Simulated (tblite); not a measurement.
Record of a relaxation.

Species: C₅H₁₁BFP.
Atom-mapped SMILES: `[BH3-:1][P@H+:2]1[CH2:3][C:4]([CH3:5])=[C:6]([F:7])[CH2:8]1` (hydrogens: H9, H10, H11 on B1; H12 on P2; H13, H14 on C3; H15, H16, H17 on C5; H18, H19 on C8)
Bond orders are those of one Lewis drawing.

Computed with GFN2-xTB (tblite), gas phase: L-BFGS steps from a force-field or distance-geometry start until the largest atomic force falls under 0.01 eV/Å. 10 of its 99 geometries are shown.

Step 0: E = -673.9114 eV, largest atomic force 4.386 eV/Å
```
atom  x, y, z in Å  |  force x, y, z in eV/Å
B1     -2.808   -0.529    0.096   -1.589  -0.271   0.143
P2     -1.135    0.096    0.626   -2.118  -0.414   0.092
C3      0.241   -1.027    0.202   -0.382   0.256   0.250
C4      1.288   -0.033   -0.108    3.623  -2.412   0.544
C5      2.755   -0.460   -0.033   -0.547  -0.397  -0.003
C6      0.928    1.163   -0.408    1.063   3.125  -0.702
F7      1.864    2.161   -0.707   -1.042  -0.861   0.196
C8     -0.497    1.463   -0.422   -0.830   0.063  -0.011
H9     -3.578    0.380   -0.109    0.486   0.086  -0.042
H10    -2.669   -1.213   -0.860    0.279   0.042  -0.301
H11    -3.332   -1.185    0.963    0.478   0.021   0.091
H12    -1.071    0.468    1.982    0.710   0.153  -0.334
H13    -0.085   -1.526   -0.723    0.087  -0.267   0.331
H14     0.491   -1.726    1.006    0.026  -0.030  -0.326
H15     2.799   -1.232    0.775    0.431   0.627  -0.799
H16     3.413    0.398    0.179   -0.355  -0.446   0.025
H17     3.066   -0.882   -1.014   -0.152   0.064   0.765
H18    -0.774    2.434   -0.015   -0.047   0.155  -0.354
H19    -0.905    1.259   -1.436   -0.120   0.505   0.435
```

Step 11: E = -674.5621 eV, largest atomic force 0.158 eV/Å
```
atom  x, y, z in Å  |  force x, y, z in eV/Å
B1     -2.954   -0.572    0.088   -0.109  -0.052  -0.082
P2     -1.234    0.075    0.588    0.033  -0.020   0.012
C3      0.231   -0.995    0.222    0.015   0.036   0.000
C4      1.364   -0.040   -0.061    0.000  -0.053  -0.011
C5      2.788   -0.498   -0.021   -0.041   0.049  -0.005
C6      0.939    1.180   -0.372    0.003   0.035  -0.084
F7      1.758    2.197   -0.716    0.053  -0.030   0.043
C8     -0.533    1.465   -0.401    0.044  -0.067  -0.023
H9     -3.611    0.397   -0.125   -0.037  -0.005   0.088
H10    -2.704   -1.190   -0.906   -0.016   0.032   0.022
H11    -3.349   -1.248    0.983   -0.001   0.001  -0.038
H12    -0.889    0.516    1.871    0.038   0.026   0.007
H13    -0.035   -1.566   -0.679    0.123  -0.039   0.092
H14     0.467   -1.707    1.019   -0.068   0.067  -0.040
H15     2.943   -1.253    0.747   -0.092   0.032   0.052
H16     3.438    0.348    0.179    0.064   0.047  -0.016
H17     3.090   -0.936   -0.972   -0.082   0.011  -0.051
H18    -0.782    2.466   -0.034    0.023  -0.150   0.038
H19    -0.937    1.369   -1.417    0.051   0.078  -0.004
```

Step 22: E = -674.5894 eV, largest atomic force 0.108 eV/Å
```
atom  x, y, z in Å  |  force x, y, z in eV/Å
B1     -2.990   -0.580    0.083    0.097   0.044   0.014
P2     -1.236    0.058    0.547   -0.008   0.014   0.040
C3      0.246   -1.003    0.229   -0.041   0.029  -0.003
C4      1.363   -0.034   -0.053    0.015   0.000  -0.045
C5      2.782   -0.490   -0.022    0.037  -0.017   0.010
C6      0.945    1.183   -0.378   -0.021  -0.017  -0.030
F7      1.782    2.191   -0.707   -0.044  -0.014   0.012
C8     -0.525    1.462   -0.420   -0.027  -0.024   0.024
H9     -3.650    0.397   -0.059   -0.025   0.014   0.025
H10    -2.746   -1.151   -0.935   -0.067  -0.020  -0.082
H11    -3.353   -1.290    0.961    0.041  -0.022  -0.010
H12    -0.861    0.523    1.813   -0.052  -0.013   0.044
H13     0.043   -1.625   -0.650    0.014  -0.028   0.038
H14     0.462   -1.669    1.068   -0.007   0.034  -0.027
H15     2.923   -1.224    0.767    0.041  -0.023   0.028
H16     3.450    0.350    0.145    0.014   0.034  -0.016
H17     3.049   -0.953   -0.972    0.002  -0.038   0.001
H18    -0.779    2.431    0.018   -0.008  -0.013  -0.060
H19    -0.916    1.429   -1.444    0.037   0.061   0.036
```

Step 33: E = -674.6105 eV, largest atomic force 0.121 eV/Å
```
atom  x, y, z in Å  |  force x, y, z in eV/Å
B1     -3.003   -0.580    0.052    0.101   0.038   0.055
P2     -1.246    0.044    0.488   -0.075   0.015   0.011
C3      0.260   -1.007    0.249    0.004   0.051  -0.006
C4      1.369   -0.038   -0.068    0.042   0.010   0.021
C5      2.790   -0.496   -0.032    0.053   0.001   0.006
C6      0.950    1.181   -0.385    0.037  -0.090   0.006
F7      1.784    2.192   -0.708    0.038  -0.001  -0.021
C8     -0.515    1.475   -0.427   -0.013  -0.050   0.054
H9     -3.680    0.396    0.084   -0.041   0.003   0.002
H10    -2.880   -1.056   -1.031    0.004   0.010  -0.046
H11    -3.256   -1.370    0.902   -0.048  -0.066  -0.005
H12    -0.958    0.489    1.785   -0.016   0.008  -0.035
H13     0.099   -1.711   -0.574   -0.013   0.027  -0.019
H14     0.471   -1.598    1.145    0.002   0.009  -0.015
H15     2.955   -1.167    0.811   -0.010   0.043  -0.034
H16     3.462    0.357    0.056   -0.021  -0.031  -0.035
H17     3.039   -1.037   -0.947   -0.030   0.020   0.055
H18    -0.765    2.426    0.049    0.007   0.031  -0.003
H19    -0.886    1.510   -1.457   -0.020  -0.031   0.008
```

Step 44: E = -674.6201 eV, largest atomic force 0.071 eV/Å
```
atom  x, y, z in Å  |  force x, y, z in eV/Å
B1     -3.012   -0.587    0.042    0.053   0.016   0.003
P2     -1.257    0.047    0.484    0.012   0.017   0.002
C3      0.264   -0.996    0.269   -0.014   0.013   0.010
C4      1.380   -0.039   -0.059   -0.008  -0.001   0.071
C5      2.802   -0.498   -0.031   -0.036   0.008  -0.013
C6      0.961    1.176   -0.390    0.017  -0.020  -0.003
F7      1.802    2.174   -0.738   -0.043   0.012  -0.005
C8     -0.507    1.478   -0.418    0.035  -0.008  -0.002
H9     -3.715    0.363    0.178   -0.009   0.022   0.009
H10    -2.925   -0.960   -1.085    0.038   0.005  -0.028
H11    -3.234   -1.458    0.821    0.019  -0.018  -0.003
H12    -1.015    0.495    1.787    0.036  -0.015  -0.012
H13     0.112   -1.705   -0.552   -0.035  -0.010   0.006
H14     0.469   -1.576    1.172    0.005  -0.023  -0.009
H15     2.996   -1.111    0.848   -0.035   0.041  -0.022
H16     3.475    0.356   -0.028   -0.014  -0.012  -0.013
H17     3.014   -1.099   -0.916    0.007  -0.022   0.015
H18    -0.736    2.436    0.054   -0.025  -0.013  -0.006
H19    -0.883    1.511   -1.446   -0.003   0.005   0.001
```

Step 54: E = -674.6295 eV, largest atomic force 0.062 eV/Å
```
atom  x, y, z in Å  |  force x, y, z in eV/Å
B1     -2.986   -0.581    0.031    0.011  -0.016   0.011
P2     -1.253    0.059    0.520    0.025   0.031  -0.018
C3      0.255   -0.994    0.289   -0.041   0.005  -0.018
C4      1.373   -0.040   -0.041   -0.041   0.011   0.011
C5      2.792   -0.500   -0.027   -0.057  -0.005  -0.020
C6      0.954    1.171   -0.386   -0.011   0.027  -0.041
F7      1.785    2.162   -0.776    0.000  -0.011   0.045
C8     -0.512    1.475   -0.408    0.023   0.027  -0.021
H9     -3.724    0.328    0.239    0.002  -0.004  -0.011
H10    -2.862   -0.849   -1.125    0.012   0.005   0.003
H11    -3.182   -1.527    0.724   -0.007   0.000  -0.010
H12    -0.987    0.513    1.816    0.014   0.008   0.016
H13     0.071   -1.677   -0.548    0.029  -0.024   0.019
H14     0.460   -1.603    1.174    0.006   0.038  -0.034
H15     3.008   -1.041    0.892    0.025   0.036  -0.009
H16     3.463    0.351   -0.121    0.012  -0.031   0.024
H17     2.966   -1.173   -0.866    0.034  -0.045   0.000
H18    -0.743    2.443    0.045    0.000  -0.026   0.007
H19    -0.887    1.494   -1.439   -0.035  -0.025   0.044
```

Step 65: E = -674.6343 eV, largest atomic force 0.025 eV/Å
```
atom  x, y, z in Å  |  force x, y, z in eV/Å
B1     -2.970   -0.579    0.023   -0.005  -0.001  -0.005
P2     -1.249    0.070    0.537   -0.013   0.008   0.002
C3      0.247   -0.990    0.290   -0.010  -0.003  -0.004
C4      1.364   -0.040   -0.053   -0.004   0.002   0.006
C5      2.780   -0.508   -0.031    0.002   0.002  -0.004
C6      0.948    1.173   -0.395   -0.009  -0.002  -0.005
F7      1.784    2.165   -0.768   -0.007   0.001   0.000
C8     -0.517    1.480   -0.403   -0.008   0.002   0.007
H9     -3.735    0.296    0.274    0.006  -0.006  -0.018
H10    -2.823   -0.774   -1.147   -0.004  -0.005   0.006
H11    -3.147   -1.571    0.654   -0.004  -0.001   0.009
H12    -0.961    0.523    1.831    0.002  -0.006   0.006
H13     0.060   -1.685   -0.536   -0.005  -0.003  -0.003
H14     0.459   -1.588    1.179    0.020   0.009  -0.005
H15     3.012   -0.980    0.922   -0.006   0.010   0.015
H16     3.456    0.328   -0.189    0.017   0.002  -0.010
H17     2.946   -1.245   -0.817   -0.006  -0.012  -0.007
H18    -0.743    2.450    0.047    0.010   0.002   0.012
H19    -0.920    1.485   -1.423    0.025   0.003  -0.001
```

Step 76: E = -674.6357 eV, largest atomic force 0.038 eV/Å
```
atom  x, y, z in Å  |  force x, y, z in eV/Å
B1     -2.968   -0.584    0.020    0.005   0.003  -0.001
P2     -1.248    0.071    0.540   -0.033  -0.007   0.018
C3      0.248   -0.987    0.284   -0.024   0.000   0.012
C4      1.364   -0.038   -0.064   -0.012   0.004   0.022
C5      2.777   -0.512   -0.036    0.004   0.006   0.006
C6      0.948    1.179   -0.392   -0.002  -0.015  -0.013
F7      1.780    2.175   -0.765    0.019  -0.001   0.005
C8     -0.517    1.486   -0.394   -0.013  -0.004   0.007
H9     -3.738    0.294    0.244    0.015   0.001   0.002
H10    -2.808   -0.794   -1.145    0.005  -0.014  -0.006
H11    -3.155   -1.567    0.662    0.010   0.014   0.000
H12    -0.955    0.517    1.836   -0.010  -0.002  -0.005
H13     0.052   -1.685   -0.536    0.017   0.001  -0.024
H14     0.472   -1.581    1.172   -0.002  -0.009   0.013
H15     3.007   -0.954    0.933    0.003  -0.003  -0.010
H16     3.458    0.315   -0.218    0.012  -0.008  -0.031
H17     2.931   -1.275   -0.799    0.014   0.008   0.012
H18    -0.740    2.452    0.065    0.001   0.015   0.007
H19    -0.917    1.498   -1.413   -0.010   0.011  -0.014
```

Step 87: E = -674.6382 eV, largest atomic force 0.019 eV/Å
```
atom  x, y, z in Å  |  force x, y, z in eV/Å
B1     -2.959   -0.595    0.002    0.002  -0.010   0.007
P2     -1.252    0.073    0.540   -0.009  -0.008   0.009
C3      0.246   -0.981    0.285   -0.014   0.000   0.006
C4      1.362   -0.032   -0.062   -0.005  -0.003   0.001
C5      2.772   -0.518   -0.046   -0.001   0.007   0.006
C6      0.947    1.185   -0.386    0.009  -0.005  -0.009
F7      1.781    2.177   -0.765    0.006   0.009   0.004
C8     -0.517    1.502   -0.371    0.007   0.003   0.002
H9     -3.733    0.285    0.198   -0.006   0.005  -0.002
H10    -2.781   -0.834   -1.154    0.002   0.000  -0.005
H11    -3.149   -1.563    0.667   -0.002   0.007  -0.005
H12    -0.978    0.505    1.843    0.000  -0.003  -0.003
H13     0.057   -1.674   -0.541   -0.006  -0.013   0.002
H14     0.470   -1.579    1.171   -0.002  -0.007   0.004
H15     3.032   -0.873    0.951    0.014  -0.003  -0.002
H16     3.457    0.276   -0.328   -0.006   0.016  -0.009
H17     2.890   -1.351   -0.738   -0.001   0.000  -0.002
H18    -0.729    2.458    0.113    0.007   0.015   0.008
H19    -0.925    1.546   -1.386    0.004  -0.009  -0.011
```

Step 98: E = -674.6387 eV, largest atomic force 0.009 eV/Å
```
atom  x, y, z in Å  |  force x, y, z in eV/Å
B1     -2.959   -0.595   -0.003   -0.001  -0.003   0.000
P2     -1.254    0.075    0.541    0.004  -0.001   0.001
C3      0.242   -0.983    0.289    0.003  -0.003   0.004
C4      1.359   -0.036   -0.059    0.001  -0.003  -0.002
C5      2.771   -0.517   -0.050    0.002   0.000  -0.003
C6      0.948    1.183   -0.382    0.000  -0.003  -0.008
F7      1.786    2.173   -0.759   -0.002   0.001   0.004
C8     -0.514    1.504   -0.365    0.001   0.002   0.003
H9     -3.737    0.282    0.188    0.001   0.003  -0.005
H10    -2.775   -0.837   -1.159    0.001   0.005   0.001
H11    -3.149   -1.563    0.661   -0.003  -0.003   0.001
H12    -0.983    0.502    1.846   -0.003   0.003   0.000
H13     0.051   -1.679   -0.535    0.001   0.000   0.003
H14     0.464   -1.579    1.177   -0.002  -0.004   0.004
H15     3.051   -0.848    0.950   -0.001   0.002  -0.003
H16     3.445    0.277   -0.360    0.003  -0.002  -0.001
H17     2.885   -1.364   -0.726    0.001   0.001  -0.001
H18    -0.719    2.461    0.121   -0.009   0.003   0.000
H19    -0.922    1.551   -1.381    0.003   0.000   0.004
```

Question: Summarise the path.

Answer: The energy falls by 70.17 kJ/mol from step 0 to step 98; nine tenths of that is first reached at step 13. It falls at every step. The largest force goes from 4.386 to 0.009 eV/Å. Among the bonds C6–F7 changes most, from 1.401 to 1.351 Å; the atoms move by 0.315 Å rms after alignment.

Question: Follow the three bonds and two angles with the largest change from start to end.

Answer: 
| step | E above end (kJ/mol) | largest force (eV/Å) | C6–F7 (Å) | B1–P2 (Å) | C4=C6 (Å) | C3–P2–H12 (°) | C8–P2–H12 (°) |
| --- | --- | --- | --- | --- | --- | --- | --- |
| 0 | 70.17 | 4.386 | 1.401 | 1.863 | 1.284 | 110.7 | 109.7 |
| 4 | 18.43 | 0.753 | 1.353 | 1.881 | 1.313 | 104.6 | 104.4 |
| 9 | 8.77 | 0.272 | 1.348 | 1.907 | 1.331 | 100.7 | 100.2 |
| 13 | 6.65 | 0.159 | 1.350 | 1.914 | 1.328 | 99.2 | 98.7 |
| 17 | 5.59 | 0.080 | 1.349 | 1.922 | 1.328 | 98.3 | 97.7 |
| 21 | 4.92 | 0.094 | 1.351 | 1.921 | 1.327 | 97.7 | 96.9 |
| 26 | 3.94 | 0.103 | 1.349 | 1.907 | 1.327 | 97.4 | 96.5 |
| 30 | 3.21 | 0.104 | 1.351 | 1.912 | 1.328 | 98.0 | 97.6 |
| 34 | 2.57 | 0.079 | 1.350 | 1.912 | 1.328 | 97.5 | 97.6 |
| 38 | 2.29 | 0.077 | 1.351 | 1.907 | 1.327 | 98.0 | 97.8 |
| 43 | 1.87 | 0.080 | 1.350 | 1.919 | 1.327 | 98.5 | 97.7 |
| 47 | 1.54 | 0.072 | 1.351 | 1.916 | 1.327 | 98.5 | 98.2 |
| 51 | 1.14 | 0.092 | 1.350 | 1.916 | 1.327 | 98.1 | 98.0 |
| 55 | 0.79 | 0.067 | 1.351 | 1.910 | 1.326 | 98.4 | 98.1 |
| 60 | 0.53 | 0.038 | 1.350 | 1.908 | 1.327 | 98.1 | 98.0 |
| 64 | 0.43 | 0.035 | 1.351 | 1.910 | 1.327 | 98.2 | 98.2 |
| 68 | 0.38 | 0.033 | 1.350 | 1.911 | 1.327 | 98.1 | 98.1 |
| 72 | 0.35 | 0.025 | 1.350 | 1.912 | 1.327 | 98.1 | 98.3 |
| 77 | 0.27 | 0.034 | 1.350 | 1.913 | 1.327 | 98.1 | 98.1 |
| 81 | 0.13 | 0.050 | 1.351 | 1.910 | 1.327 | 98.4 | 98.2 |
| 85 | 0.07 | 0.030 | 1.350 | 1.912 | 1.327 | 98.3 | 98.2 |
| 89 | 0.04 | 0.018 | 1.351 | 1.910 | 1.327 | 98.4 | 98.2 |
| 94 | 0.01 | 0.016 | 1.351 | 1.911 | 1.327 | 98.4 | 98.2 |
| 98 | 0.00 | 0.009 | 1.351 | 1.911 | 1.326 | 98.3 | 98.2 |

The cost below is that of the whole relaxation. The run took 0.74 s wall on one thread, Arm Neoverse V1 (aarch64), no GPU, on a shared host.
